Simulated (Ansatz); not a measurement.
Frontier orbitals of C$_{2}$H$_{10}$AlGaSi, SMILES `[CH3][Ga]([CH3])[SiH2][AlH2]`.

Charge 0, multiplicity 1. Correlated methods include outer-core shells of Ga, which these sets cover unevenly. Scalar relativity is left out up to krypton. The structure was optimised at the PBE0-D4/def2-TZVP level. It is one conformer, not always the lowest. Basis def2-TZVPP, Ansatz.

```tsv
functional	HOMO (eV)	LUMO (eV)	gap (eV)
PBE	-5.79	-2.87	2.92
revPBE	-5.73	-2.76	2.97
PBE0	-6.75	-2.16	4.59
r2SCANh	-6.35	-2.43	3.92
LC-ωPBE	-9.17	-0.21	8.96
ωB97M-V	-8.65	-0.56	8.09
```

From PBE to PBE0 the HOMO moves by −0.96 eV and the LUMO by +0.71 eV, and with ωB97M-V by −2.86 and +2.30 eV, so the gap grows from 2.92 to 8.09 eV with exact exchange.

LC-ωPBE has ω = 0.4 bohr⁻¹.
